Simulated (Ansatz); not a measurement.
Reactions of C2H6F2OSi2 (`C=C[SiH2]O[SiH](F)F`).

Calculated with Ansatz (gas phase, PBE0-D4/def2-TZVP geometries, no zero-point term in ΔE). CCSD(T)/CBS is the MP2 limit (def2-TZVPP, def2-QZVPP) plus CCSD(T) − MP2 in def2-TZVPP, frozen cores. This one scheme is used for every species. DFT in def2-TZVPP. For Ge outer-core shells are correlated without core-valence functions, which leaves a few kJ/mol of doubt a bond. Scalar relativity is left out up to krypton. Each species was taken in one conformer, which may not be the lowest.

| reaction | CCSD(T)/CBS(def2) (kcal/mol) |
| --- | --- |
| `C=C[SiH2]O[SiH](F)F` + `S[SiH2]Cl` → `F[SiH](F)S[SiH2]Cl` + `C=C[SiH2]O` | 19.0 |
| `C=C[SiH2]O[SiH](F)F` + `[CH3][GeH3]` → `F[SiH](F)[CH2][GeH3]` + `C=C[SiH2]O` | 30.7 |
| `C=C[SiH2]O[SiH](F)F` + `C[SiH2]F` → `C[SiH](F)F` + `C=C[SiH2]O[SiH2]F` | ? |
| `C=C[SiH2]O[SiH](F)F` + `CC(C)[SiH3]` → `CC(C)[SiH](F)F` + `C=C[SiH2]O[SiH3]` | 6.5 |
| `C=C[SiH2]O[SiH](F)F` + `F[SiH2]O[SiH3]` → `F[SiH](F)O[SiH3]` + `C=C[SiH2]O[SiH2]F` | ? |
| `C=C[SiH2]O[SiH](F)F` + `[AlH2][S][SiH3]` → `C=C[SiH2][S][AlH2]` + `F[SiH](F)O[SiH3]` | 0.4 |
| `C=C[SiH2]O[SiH](F)F` + H₂ → `F[SiH](F)O[SiH3]` + `C=C` | -2.4 |
| `C=C[SiH2]O[SiH](F)F` + `O[SiH2]S[SiH](Cl)Cl` → `C=C[SiH2]S[SiH](Cl)Cl` + `O[SiH2]O[SiH](F)F` | -2.2 |
| `C=C[SiH2]O[SiH](F)F` + `F[SiH2][GeH3]` → `F[SiH](F)[GeH3]` + `C=C[SiH2]O[SiH2]F` | 4.4 |
| `C=C[SiH2]O[SiH](F)F` + `[GeH3][S][GeH3]` → `C=C[SiH2][S][GeH3]` + `F[SiH](F)[O][GeH3]` | ? |

**Question.** Fill in the missing values. (An estimate is asked.)

**Answer.** Computed: `C=C[SiH2]O[SiH](F)F` + `C[SiH2]F` → `C[SiH](F)F` + `C=C[SiH2]O[SiH2]F`: +1.6 kcal/mol; `C=C[SiH2]O[SiH](F)F` + `F[SiH2]O[SiH3]` → `F[SiH](F)O[SiH3]` + `C=C[SiH2]O[SiH2]F`: +0.3 kcal/mol; `C=C[SiH2]O[SiH](F)F` + `[GeH3][S][GeH3]` → `C=C[SiH2][S][GeH3]` + `F[SiH](F)[O][GeH3]`: +12.5 kcal/mol.

Largest T1 diagnostic: 0.012, for `F[SiH](F)[GeH3]`.
